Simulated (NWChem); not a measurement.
System: WO₃; SMILES [O]=[W](=[O])=[O]

NWChem input:

```
start job
memory heap 200 mb stack 900 mb global 1100 mb
geometry units angstroms
  W      0.000295     0.000501     0.000423
  O      1.551108    -0.373251    -0.672653
  O     -0.557743    -0.839352     1.407880
  O     -0.996820     1.206827    -0.740023
end
basis spherical
  * library def2-svp
end
ecp
  W library def2-ecp
end
dft
  xc pbe0
  iterations 150
end
driver
  maxiter 120
end
task dft optimize
dft
  grid fine
  convergence energy 1d-8 density 1d-7
end
task dft freq numerical
```

Parts of the log:

```
             Northwest Computational Chemistry Package (NWChem) 7.3.0
             --------------------------------------------------------

 C3  symmetry detected

                             Geometry "geometry" -> ""
                             -------------------------

 Output coordinates in angstroms (scale by  1.889725989 to convert to a.u.)

  No.       Tag          Charge          X              Y              Z
 ---- ---------------- ---------- -------------- -------------- --------------
    1 W                   74.0000    -0.00000000    -0.00000000     0.00085072
    2 O                    8.0000     1.67435930    -0.44071347    -0.00262304
    3 O                    8.0000    -1.21884871    -1.22968096    -0.00262304
    4 O                    8.0000    -0.45551059     1.67039443    -0.00262304

 Effective nuclear repulsion energy (a.u.)     576.6912777609

      Symmetry information
      --------------------

 Group name             C3
 Group number              5
 Group order               3
 No. of unique centers     2

                                Z-matrix (autoz)
                                --------

 Units are Angstrom for bonds and degrees for angles

      Type          Name      I     J     K     L     M      Value
      ----------- --------  ----- ----- ----- ----- ----- ----------
    1 Stretch                  1     2                       1.73139
    2 Stretch                  1     3                       1.73139
    3 Stretch                  1     4                       1.73139
    4 Bend                     2     1     3               119.99960
    5 Bend                     2     1     4               119.99960
    6 Bend                     3     1     4               119.99960
    7 Torsion                  2     1     3     4        -179.60179
    8 Torsion                  2     1     4     3         179.60179
    9 Torsion                  3     1     2     4         179.60179
   10 Torsion                  2     4     1     3        -179.60179
   11 Torsion                  3     2     1     4        -179.60179
   12 Torsion                  2     3     1     4         179.60179

                           NWChem Geometry Optimization
                           ----------------------------

[...]

      ----------------------
      Optimization converged
      ----------------------

  Step       Energy      Delta E   Gmax     Grms     Xrms     Xmax
  ---- ---------------- -------- -------- -------- -------- --------
@  115    -292.36159492 -5.3D-09  0.00001  0.00001  0.00004  0.00008
                                     ok       ok       ok       ok

                                Z-matrix (autoz)
                                --------

 Units are Angstrom for bonds and degrees for angles

      Type          Name      I     J     K     L     M      Value     Gradient
      ----------- --------  ----- ----- ----- ----- ----- ---------- ----------
    1 Stretch                  1     2                       1.73227   -0.00000
    2 Stretch                  1     3                       1.73227   -0.00000
    3 Stretch                  1     4                       1.73227   -0.00000
    4 Bend                     2     1     3               119.99999    0.00000
    5 Bend                     2     1     4               119.99999    0.00000
    6 Bend                     3     1     4               119.99999    0.00000
    7 Torsion                  2     1     3     4        -179.95078   -0.00001
    8 Torsion                  2     1     4     3         179.95078    0.00001
    9 Torsion                  3     1     2     4         179.95078    0.00001
   10 Torsion                  2     4     1     3        -179.95078   -0.00001
   11 Torsion                  3     2     1     4        -179.95078   -0.00001
   12 Torsion                  2     3     1     4         179.95078    0.00001

                         Geometry "geometry" -> "geometry"
                         ---------------------------------

 Output coordinates in angstroms (scale by  1.889725989 to convert to a.u.)

  No.       Tag          Charge          X              Y              Z
 ---- ---------------- ---------- -------------- -------------- --------------
    1 W                   74.0000    -0.00000000     0.00000000    -0.00143243
    2 O                    8.0000     1.67521093    -0.44093763    -0.00186199
    3 O                    8.0000    -1.21946865    -1.23030641    -0.00186199
    4 O                    8.0000    -0.45574228     1.67124404    -0.00186199

 Effective nuclear repulsion energy (a.u.)     576.3991806020

      Symmetry information
      --------------------

 Group name             C3
 Group number              5
 Group order               3
 No. of unique centers     2

                Final and change from initial internal coordinates
                --------------------------------------------------

                                Z-matrix (autoz)
                                --------

 Units are Angstrom for bonds and degrees for angles

[...]

 Rotational Constants
 --------------------
 A=   0.234151 cm-1  (  0.336884 K)
 B=   0.234151 cm-1  (  0.336884 K)
 C=   0.117076 cm-1  (  0.168442 K)

 Temperature                      =   298.15K
 frequency scaling parameter      =   1.0000

 Zero-Point correction to Energy  =    5.045 kcal/mol  (  0.008040 au)
 Thermal correction to Energy     =    7.428 kcal/mol  (  0.011837 au)
 Thermal correction to Enthalpy   =    8.020 kcal/mol  (  0.012781 au)

 Total Entropy                    =   68.209 cal/mol-K
   - Translational                =   42.207 cal/mol-K (mol. weight = 231.9357)
   - Rotational                   =   22.840 cal/mol-K (symmetry #  =        3)
   - Vibrational                  =    3.162 cal/mol-K

 Cv (constant volume heat capacity) =   10.519 cal/mol-K
   - Translational                  =    2.979 cal/mol-K
   - Rotational                     =    2.979 cal/mol-K
   - Vibrational                    =    4.560 cal/mol-K

[normal modes left out]

 ----------------------------------------------------------------------------
 Normal Eigenvalue ||           Projected Infra Red Intensities
  Mode   [cm**-1]  || [atomic units] [(debye/angs)**2] [(KM/mol)] [arbitrary]
 ------ ---------- || -------------- ----------------- ---------- -----------
    1     -272.855 ||    0.187943           4.336       183.216      30.513
    2       -0.000 ||    0.000000           0.000         0.000       0.000
    3       -0.000 ||    0.000000           0.000         0.000       0.000
    4       -0.000 ||    0.000000           0.000         0.000       0.000
    5       -0.000 ||    0.000000           0.000         0.000       0.000
    6        0.000 ||    0.000000           0.000         0.000       0.000
    7        0.000 ||    0.000000           0.000         0.000       0.000
    8      298.071 ||    0.002129           0.049         2.076       0.346
    9      298.071 ||    0.002129           0.049         2.076       0.346
   10      961.085 ||    0.273460           6.309       266.582      44.398
   11      961.085 ||    0.273460           6.309       266.582      44.398
   12     1012.606 ||    0.000000           0.000         0.000       0.000
 ----------------------------------------------------------------------------

 ===============================================================================
      Negative Nuclear Hessian Mode    1  Eigenvalue =   -272.85 cm**(-1)
 -------------------------------------------------------------------------------
   Raw step length:  0.119 angstroms ;  The Raw step for this mode is:
    1 W                   74.0000    -0.00000000    -0.00000000     0.01774671
    2 O                    8.0000    -0.00002372     0.00000624    -0.06803257
    3 O                    8.0000     0.00001727     0.00001742    -0.06803257
    4 O                    8.0000     0.00000645    -0.00002366    -0.06803257

  Geometry after  100.0% step for mode  1; Step length =  0.119 angstroms
   Maximum component (any atom: x,y, or z) displacement:  0.129
    1 W                   74.0000    -0.00000000    -0.00000000     0.01631428
    2 O                    8.0000     1.67518721    -0.44093138    -0.06989456
    3 O                    8.0000    -1.21945139    -1.23028899    -0.06989456
    4 O                    8.0000    -0.45573583     1.67122037    -0.06989456

  Geometry after -100.0% step for mode  1; Step length =  0.119 angstroms
   Maximum component (any atom: x,y, or z) displacement:  0.129
    1 W                   74.0000     0.00000000     0.00000000    -0.01917914
    2 O                    8.0000     1.67523465    -0.44094387     0.06617057
    3 O                    8.0000    -1.21948592    -1.23032383     0.06617057
    4 O                    8.0000    -0.45574873     1.67126770     0.06617057

  Geometry after   50.0% step for mode  1; Step length =  0.060 angstroms
   Maximum component (any atom: x,y, or z) displacement:  0.064
    1 W                   74.0000    -0.00000000    -0.00000000     0.00744092
    2 O                    8.0000     1.67519907    -0.44093450    -0.03587828
    3 O                    8.0000    -1.21946002    -1.23029770    -0.03587828
    4 O                    8.0000    -0.45573905     1.67123220    -0.03587828

  Geometry after  -50.0% step for mode  1; Step length =  0.060 angstroms
   Maximum component (any atom: x,y, or z) displacement:  0.064
    1 W                   74.0000     0.00000000     0.00000000    -0.01030578
    2 O                    8.0000     1.67522279    -0.44094075     0.03215429
    3 O                    8.0000    -1.21947728    -1.23031512     0.03215429
    4 O                    8.0000    -0.45574551     1.67125587     0.03215429

  Geometry after  155.6% step for mode  1; Step length =  0.185 angstroms
   Maximum component (any atom: x,y, or z) displacement:  0.200
    1 W                   74.0000    -0.00000000    -0.00000000     0.02617539
    2 O                    8.0000     1.67517403    -0.44092791    -0.10769744
    3 O                    8.0000    -1.21944179    -1.23027931    -0.10769744
    4 O                    8.0000    -0.45573224     1.67120722    -0.10769744

  Geometry after -155.6% step for mode  1; Step length =  0.185 angstroms
   Maximum component (any atom: x,y, or z) displacement:  0.200
    1 W                   74.0000     0.00000000     0.00000000    -0.02904025
    2 O                    8.0000     1.67524783    -0.44094734     0.10397346
    3 O                    8.0000    -1.21949551    -1.23033351     0.10397346
    4 O                    8.0000    -0.45575232     1.67128085     0.10397346

  Geometry after   77.8% step for mode  1; Step length =  0.093 angstroms
   Maximum component (any atom: x,y, or z) displacement:  0.100
    1 W                   74.0000    -0.00000000    -0.00000000     0.01237148
    2 O                    8.0000     1.67519248    -0.44093277    -0.05477972
    3 O                    8.0000    -1.21945522    -1.23029286    -0.05477972
    4 O                    8.0000    -0.45573726     1.67122563    -0.05477972

  Geometry after  -77.8% step for mode  1; Step length =  0.093 angstroms
   Maximum component (any atom: x,y, or z) displacement:  0.100
    1 W                   74.0000     0.00000000     0.00000000    -0.01523634
    2 O                    8.0000     1.67522938    -0.44094248     0.05105573
    3 O                    8.0000    -1.21948208    -1.23031996     0.05105573
    4 O                    8.0000    -0.45574730     1.67126244     0.05105573
```

Level: PBE0/def2-SVP with def2 effective core potentials on W. def2 effective core potentials on W; no spin-orbit coupling. The printed entropy takes a lower symmetry number than the molecule has. The optimisation ended at a saddle point (imaginary frequency).
